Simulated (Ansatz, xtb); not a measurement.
**Isomers of C2H13PSi3 in order of energy**

7 gas-phase structures of C2H13PSi3, from a drawn sample of its isomers (lower ones may exist). Each was relaxed with GFN2-xTB; where two conformers were screened, the lower at r2SCAN-D4/def2-SVP is listed:

A. `C[SiH2]C[Si@H]([SiH3])P`, a singlet
B. `C[SiH](C)[SiH2]P[SiH3]`, a singlet
C. `[SiH3]CC[SiH2]P[SiH3]`, a singlet
D. `[SiH3]C[C@@H]([SiH3])[SiH2]P`, a singlet
E. `C[Si@@]([SiH3])(P)C[SiH3]`, a singlet
F. `C[SiH](C)P([SiH3])[SiH3]`, a singlet
G. `[SiH3]CC[Si@H]([SiH3])P`, a singlet

**Question.** Make a reasoned guess at their ranking by r2SCAN-D4/def2-SVP single-point energy.

**Answer.** Calculated order at r2SCAN-D4/def2-SVP: F (0.0), B (10.0), E (14.6), A (15.6), C (24.4), G (30.2), D (32.6) kcal/mol. Less than 1 kcal/mol parts E and A, so the order within that pair means little.

Energies above the lowest of each column, in kcal/mol; the last columns are at B3LYP/def2-SVP geometries and were run for some of them only (a dash: not run or not comparable):

```
structure  GFN2-xTB  HF/STO-3G  r2SCAN-D4/def2-SVP  B3LYP/def2-SVP  CCSD(T)/def2-SVP + ΔMP2/def2-TZVPP
        F       0.0        0.0                 0.0             0.0                                 0.0
        B      12.4        3.5                10.0             6.9                                 9.7
        E      22.0       10.4                14.6            12.3                                   –
        A      22.2        9.0                15.6            11.9                                14.3
        C       3.6       19.4                24.4               –                                   –
        G      18.5       22.3                30.2               –                                   –
        D      13.2       29.3                32.6               –                                   –
```

Every level run on F puts it lowest or level with the lowest. Some further structures that were screened fall inside this span and aren't listed. Flexible structures stand in one conformer each, not always the lowest. Frequencies (GFN2-xTB) were run for A, B, F alone. ΔMP2 is the change of the MP2 energy from the smaller to the larger basis.

Over these structures GFN2-xTB departs from r2SCAN-D4/def2-SVP by 10.5 kcal/mol on average once a common shift is removed. A GFN2-xTB relaxation took about 0.2 s and the r2SCAN-D4/def2-SVP energy about 3.3 s on a shared host (Ansatz 0.2.0, xtb 6.7.1).
